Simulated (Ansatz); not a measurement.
`FCN[SiH3]` + `[NH2][GaH][OH]` → `[NH2][GaH][O][SiH3]` + `NCF`  (ligand exchange at the Si–N bond)

Gas-phase electronic energies from Ansatz, PBE0-D4/def2-TZVP geometries. CCSD(T)/CBS is the MP2 limit (def2-TZVPP, def2-QZVPP) plus CCSD(T) − MP2 in def2-TZVPP, frozen cores. Functionals use def2-TZVPP. For Ga outer-core shells are correlated without core-valence functions, which leaves a few kJ/mol of doubt a bond. Scalar relativity is left out up to krypton. Each species was taken in one conformer, which may not be the lowest.

`FCN[SiH3]`:

Cartesian coordinates in Å:
```
F -0.383 2.103 -0.256
C 0.218 1.011 -0.897
N -0.343 -0.220 -0.519
Si 0.001 -0.998 0.991
H 0.098 1.189 -1.968
H 1.276 1.044 -0.625
H -1.227 -0.415 -0.964
H -0.371 -2.428 0.851
H 1.459 -0.842 1.222
H -0.727 -0.443 2.165
```

`[NH2][GaH][OH]`:

Z-matrix (Å, degrees):
```
N
Ga 1 1.813
H 1 1.005 2 123.2
H 1 1.005 2 124.9 3 180.0
O 2 1.789 1 117.7 3 -180.0
H 2 1.547 1 124.0 3 0.0
H 5 0.959 2 114.5 1 0.0
```

`[NH2][GaH][O][SiH3]`:

Z-matrix (Å, degrees):
```
Si
O 1 1.625
H 1 1.489 2 110.2
H 1 1.489 2 110.2 3 119.7
H 1 1.493 2 111.6 3 -120.1
Ga 2 1.786 1 139.8 3 120.1
N 6 1.801 2 112.1 1 179.6
H 6 1.548 2 121.1 1 -0.5
H 7 1.004 6 124.5 2 180.0
H 7 1.005 6 122.7 2 -0.0
```

`NCF`:

Cartesian coordinates in Å:
```
N -0.505 -0.718 -0.167
C 0.459 0.237 0.188
F 0.078 1.559 -0.099
H -1.372 -0.606 0.341
H -0.692 -0.736 -1.160
H 0.647 0.202 1.262
H 1.384 0.062 -0.365
```

CCSD(T)/CBS gives -65.1 kJ/mol.

Problem. Another level gave -70.0 kJ/mol. Which?
A. PBE-D4/def2-TZVPP
B. B97M-V/def2-TZVPP
C. BLYP-D4/def2-TZVPP
D. HF/def2-TZVPP

Solution. B. B97M-V -70.0, BLYP-D4 -63.9, PBE-D4 -58.9, HF/def2-TZVPP -81.2 kJ/mol.

Problem. What do rigid-rotor, harmonic-oscillator terms from PBE0-D4/def2-TZVP frequencies (298.15 K, 1 bar) make of the CCSD(T)/CBS value? (Estimate.)

Solution. Computed: ΔZPE = +2.9 kJ/mol, ΔH = -61.7 kJ/mol, ΔS = 12 J/(mol·K), ΔG = -65.1 kJ/mol. Modes under 50 cm⁻¹ make the entropy rough.

Largest T1 diagnostic among the species: 0.014.

From BLYP to BHLYP (50 % exact exchange), in def2-TZVPP and without D4, ΔE moves by −7.9 kJ/mol. Leaving LDA and LC-ωPBE aside and taking each functional with its dispersion term where it has one, the values, not all of them listed here, spread over 17.2 kJ/mol, from BHLYP-D4 to revPBE-D4.
